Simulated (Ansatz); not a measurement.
Cartesian coordinates in Å:
```
Si 0.126 1.885 -0.231
B 0.612 0.376 1.028
N 0.303 -0.968 0.792
Si -0.540 -1.651 -0.585
H -0.603 1.459 -1.461
H 1.362 2.597 -0.666
H -0.731 2.878 0.478
H 1.201 0.649 2.039
H 0.597 -1.632 1.496
H -1.912 -1.098 -0.692
H 0.196 -1.378 -1.843
H -0.609 -3.116 -0.354
```

Total charge 0; spin multiplicity 1.

Question: List the PBE0/def2-TZVPP orbital energies in eV (Ansatz 0.2.0). (Estimate.)

Answer: Ansatz gave: Occupied: -1803.04, -1801.90, -391.65, -184.61, -145.35, -144.30, -100.02, -99.99, -99.98, -98.96, -98.96, -98.93, -24.43, -15.73, -15.53, -14.08, -12.49, -10.72, -10.63, -9.87, -9.50, -9.31, -8.63, -7.88. Lowest empty: -1.00, -0.02, 1.09, 1.32, 1.42, 1.62, 1.72, 1.96.
